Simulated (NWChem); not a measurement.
# C2H5NOSi; SMILES N(=C\C=O)/[SiH3]

```xyz
10

O      0.2748    -2.9465     0.0000
C     -0.3788    -1.9256     0.0000
C      0.2522    -0.5613     0.0000
N     -0.4886     0.4714     0.0000
Si     0.1004     2.1333     0.0000
H     -1.4880    -1.9130     0.0000
H      1.3553    -0.5669     0.0000
H     -0.4413     2.7948    -1.2121
H      1.5911     2.2187     0.0000
H     -0.4413     2.7948     1.2121
```
Atoms are numbered in this order, from 1.

All runs: NWChem. Medium grid unless said otherwise, to which SCAN and Minnesota functionals are sensitive. Structure relaxed at the B3LYP/6-31G* (spherical d) level. Total energies of different functionals are on different scales.

| level | energy (Ha) | highest occupied level (eV) | orbital gap (eV) | dipole (D) |
|---|---|---|---|---|
| PBE/def2-TZVP | -498.3554 | -6.06 | 2.27 | 2.01 |
| B3LYP/def2-TZVP | -498.7802 | -7.35 | 4.39 | 2.10 |
| PBE0/def2-TZVP | -498.3863 | -7.56 | 4.82 | 2.07 |
| Hartree-Fock/def2-TZVP | -496.9667 | -11.27 | 12.66 | 2.23 |
| LDA (Slater exchange, VWN5)/def2-TZVP | -495.8842 | -6.19 | 2.15 | 2.18 |
| r2SCAN/def2-TZVP | -498.6090 | -6.35 | 2.67 | 2.05 |
